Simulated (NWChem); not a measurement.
MoH$_{4}$Cl$_{2}$; SMILES [Cl][MoH4][Cl]

```xyz
7

Mo     0.2747    -0.0274     0.0000
Cl    -0.5033    -0.0003    -2.1369
Cl    -0.5033    -0.0003     2.1369
H      1.6360     0.3755    -0.7958
H      1.5141    -1.1121     0.0000
H      0.7876     1.5241     0.0000
H      1.6360     0.3755     0.7958
```
Atoms are numbered in this order, from 1.

Results from NWChem. Structure relaxed at the PBE0/def2-SVP level. def2 effective core potentials on Mo; no spin-orbit coupling.

What does the run give for LDA (Slater exchange, PW92)/def2-SVP? Quantities: highest occupied level (eV); orbital gap (eV); dipole (D).


```yaml
highest occupied level (eV): -6.72
orbital gap (eV): 1.72
dipole (D): 0.72
```
